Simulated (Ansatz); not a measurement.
Consider the formal exchange of groups at the Si–Ge bond: `[OH][Ge]([OH])([SiH3])[GeH3]` + `Cl[SiH]1C=C1` → `[SiH3][Si]1(Cl)C=C1` + `[OH][GeH]([OH])[GeH3]`.

Isolated molecules relaxed with PBE0-D4/def2-TZVP in Ansatz; ΔE leaves out vibrations. CCSD(T)/CBS adds triple-zeta CCSD(T) − MP2 to the extrapolated MP2 energy (def2 sets, frozen cores). DFT in def2-TZVPP. B3LYP here is the variant with VWN-RPA as its local correlation; programs differ in this. For Ge outer-core shells are correlated without core-valence functions, which leaves a few kJ/mol of doubt a bond. Scalar relativity is left out up to krypton. One conformer a species, not always the lowest.

`[OH][Ge]([OH])([SiH3])[GeH3]`:

Cartesian coordinates in Å:
```
O 0.479 0.167 2.050
Ge -0.226 0.187 0.405
O -1.979 0.533 0.508
Si 0.726 2.093 -0.661
Ge 0.071 -2.023 -0.594
H 0.275 -0.630 2.546
H -2.502 -0.215 0.806
H 0.159 2.208 -2.029
H 0.420 3.315 0.123
H 2.196 1.902 -0.756
H -0.538 -2.073 -2.004
H 1.561 -2.391 -0.676
H -0.642 -3.072 0.282
```

`Cl[SiH]1C=C1`:

Cartesian coordinates in Å:
```
Cl 1.831 -1.205 -1.390
Si 0.034 -0.476 -0.730
C -0.275 -0.119 0.994
C -0.086 0.997 0.275
H -0.991 -0.920 -1.691
H -0.459 -0.333 2.040
H -0.055 2.056 0.502
```

`[SiH3][Si]1(Cl)C=C1`:

Cartesian coordinates in Å:
```
Si -0.854 0.531 -1.591
Si -0.003 0.349 0.564
Cl -0.577 2.010 1.647
C 1.479 -0.560 1.027
C 0.368 -1.194 1.411
H -0.420 -0.654 -2.375
H -2.338 0.584 -1.541
H -0.343 1.771 -2.229
H 2.543 -0.734 1.129
H 0.145 -2.102 1.958
```

`[OH][GeH]([OH])[GeH3]`:

Cartesian coordinates in Å:
```
O -0.652 -0.383 -1.856
Ge -0.691 0.096 -0.136
O -0.743 1.872 -0.085
Ge 1.389 -0.508 0.939
H -1.421 -0.897 -2.111
H -1.995 -0.493 0.463
H -1.372 2.238 -0.711
H 1.420 0.051 2.368
H 1.503 -2.039 0.998
H 2.562 0.063 0.132
```

| level | ΔE (kcal/mol) | difference from CCSD(T)/CBS |
| --- | --- | --- |
| PBE-D4 | 1.4 | -0.6 |
| r2SCAN-D4 | 1.6 | -0.4 |
| PBE0-D4 | 1.2 | -0.8 |
| ωB97X-V | 1.5 | -0.5 |
| ωB97M-V | 2.2 | 0.2 |
| r2SCAN | 1.6 | -0.4 |
| PBE0 | 1.1 | -0.9 |
| B3LYP | 2.0 | 0.0 |
| HF/def2-TZVPP | 1.4 | -0.6 |
| MP2/def2-TZVPP | 1.9 | -0.1 |
| SCS-MP2/def2-TZVPP | 1.9 | -0.1 |
| CCSD/def2-TZVPP | 1.9 | -0.1 |
| HF/def2-QZVPP | 1.3 | -0.7 |
| MP2/def2-QZVPP | 2.0 | 0.0 |
| HF/CBS(def2) | 1.3 | -0.7 |
| MP2/CBS(def2) | 2.1 | 0.1 |
| CCSD(T)/CBS | 2.0 | 0 |

Largest T1 diagnostic among the species: 0.013.
